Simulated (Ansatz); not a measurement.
`FC(F)CC(F)F` → `FCC(F)F` + `[CH]F` at 298.15 K and 1 bar (formal loss of a carbene).

Gas-phase electronic energies from Ansatz, PBE0-D4/def2-TZVP geometries. CCSD(T)/CBS adds triple-zeta CCSD(T) − MP2 to the extrapolated MP2 energy (def2 sets, frozen cores). This one scheme is used for every species. One conformer a species, not always the lowest.

```csv
species,CCSD(T)/CBS energy (Eh),H − E (kJ/mol),S (J/(mol·K))
`FC(F)CC(F)F`,-515.73337,216.7,344.0
`FCC(F)F`,-377.27138,156.4,302.4
`[CH]F`,-138.29972,42.7,223.2
```

H − E and S are ideal-gas, rigid-rotor, harmonic terms from PBE0-D4/def2-TZVP, for one conformer and one mirror image of each species. 1 Eh = 2625.50 kJ/mol, R = 8.31446 J/(mol·K).

Problem. By hand: ΔE, ΔH, ΔS and ΔG.

Solution. ΔE = (-377.27138) + (-138.29972) − (-515.73337) = 0.16227 Eh = 426.0 kJ/mol. Δ(H − E) = 156.4 + 42.7 − 216.7 = -17.6, so ΔH = 408.4 kJ/mol. ΔS = 302.4 + 223.2 − 344.0 = 181.6 J/(mol·K). ΔG = 408.4 − 298.15 × (181.6)/1000 = 354.3 kJ/mol.

Problem. By hand: the equilibrium constant, and the temperature at which ΔG would vanish if ΔH and ΔS stayed fixed.

Solution. log₁₀ K = −ΔG/(RT ln 10) = -62.1. ΔG = 0 at ΔH/ΔS = 2249 K.

The number of gas molecules changes by +1, which sets the sign of ΔS. A doubt of 5 kJ/mol in ΔE shifts log₁₀ K by 0.9 here. Other conformers and mirror images would add mixing entropy, several J/(mol·K) or more a flexible species. These are equilibria of isolated gas molecules and say nothing of rates. Largest T1 diagnostic: 0.018 (customary marks: 0.02 for closed shells, 0.045 for open ones).
